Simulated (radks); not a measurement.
Values are calculated unless marked as measured or tabulated.
Isoelectronic series with 16 electrons, each ion in its NIST ground configuration. Level of theory: scalar-relativistic Kohn-Sham, PBE, spin-polarised, spherical densities, finite nucleus; open shells are filled with parallel spins first (spin-orbit coupling, left out, can overturn this in heavy ions); Fermi nuclear charge, rms radius of each element as measured or else 0.836 A^(1/3) + 0.57 fm (a radial shooting solver on a logarithmic mesh with Libxc functionals). Total energies (hartree) and mean radii <r> (bohr):

ion    configuration  E (hartree)  3p down   3p up  3s down
S       [Ne] 3s2 3p4   -399.07678    2.119   2.043    1.702
Cl+     [Ne] 3s2 3p4   -460.96138    1.727   1.692    1.495
Ar2+    [Ne] 3s2 3p4   -527.63118    1.479   1.458    1.334
K3+     [Ne] 3s2 3p4   -599.08234    1.302   1.288    1.205
Ca4+    [Ne] 3s2 3p4   -675.31729    1.166   1.156    1.099
Sc5+    [Ne] 3s2 3p4   -756.34203    1.058   1.050    1.012
Ti6+    [Ne] 3s2 3p4   -842.16501   0.9695  0.9633   0.9371
V7+     [Ne] 3s2 3p4   -932.79643   0.8954  0.8903   0.8732
Cr8+    [Ne] 3s2 3p4  -1028.24780   0.8322  0.8280   0.8175
Mn9+    [Ne] 3s2 3p4  -1128.53194   0.7777  0.7741   0.7687
Fe10+   [Ne] 3s2 3p4  -1233.66282   0.7300  0.7270   0.7254
Co11+   [Ne] 3s2 3p4  -1343.65525   0.6881  0.6854   0.6867
Ni12+   [Ne] 3s2 3p4  -1458.52530   0.6507  0.6484   0.6520
Cu13+   [Ne] 3s2 3p4  -1578.28918   0.6173  0.6152   0.6206
Zn14+   [Ne] 3s2 3p4  -1702.96511   0.5872  0.5853   0.5921
Ga15+   [Ne] 3s2 3p4  -1832.57135   0.5599  0.5583   0.5661
Ge16+   [Ne] 3s2 3p4  -1967.12736   0.5351  0.5336   0.5423
As17+   [Ne] 3s2 3p4  -2106.65388   0.5123  0.5110   0.5203
Se18+   [Ne] 3s2 3p4  -2251.17169   0.4915  0.4902   0.5001
Br19+   [Ne] 3s2 3p4  -2400.70321   0.4722  0.4711   0.4813
Kr20+   [Ne] 3s2 3p4  -2555.27133   0.4544  0.4534   0.4638
Rb21+   [Ne] 3s2 3p4  -2714.90014   0.4379  0.4370   0.4476
Sr22+   [Ne] 3s2 3p4  -2879.61438   0.4226  0.4217   0.4324
